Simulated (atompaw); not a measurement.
molybdenum (Mo): PAW (atompaw) pseudisation with PBE, scalar-relativistic reference atom.

```json
{
 "Element": "molybdenum (Mo)",
 "Generator": "atompaw 4.2.0.5",
 "Type": "PAW",
 "Functional": "PBE",
 "Relativity": "scalar-relativistic",
 "Frozen core": "[Ar] 3d10",
 "Valence charge": "14",
 "Reference configuration": "4s2 4p6 4d4 5s0 5p0 (charge +2)",
 "Partial waves": "4s (bound): rc 1.40 bohr; 5s (bound, empty): rc 2.15 bohr; 4p (bound): rc 1.40 bohr; 5p (bound, empty): rc 2.15 bohr; 4d (bound): rc 1.75 bohr; 4d channel at -1.1 Ry: rc 1.75 bohr",
 "Local potential": "ultrasoft scheme with l = 3 at 1 Ry, radius 1.75 bohr",
 "Core correction": "smooth core density matched at 1.70 bohr",
 "Augmentation charge": "sinc compensation charge, radius 1.95 bohr; PAW radius 2.15 bohr; waves and projectors: custom rrkj gramschmidtortho"
}
```

(1) Estimate the cutoffs (Ry, on a coarse ladder) from which the occupation-weighted sum of valence levels, in a spherical-Bessel basis at the reference potential, stays within 10 and 1 mRy of its value at 400 Ry.

(2) What does a ghost test show?

(3) Is the overlap operator S = 1 + Σ q|β⟩⟨β| positive definite (Bessel basis up to 400 Ry)?

Results:

(1) 40 Ry and 70 Ry.

(2) No extra level below or beside the all-electron valence levels (s, p, d, f tested).

(3) Yes: its lowest eigenvalue is 0.08 (p channel).
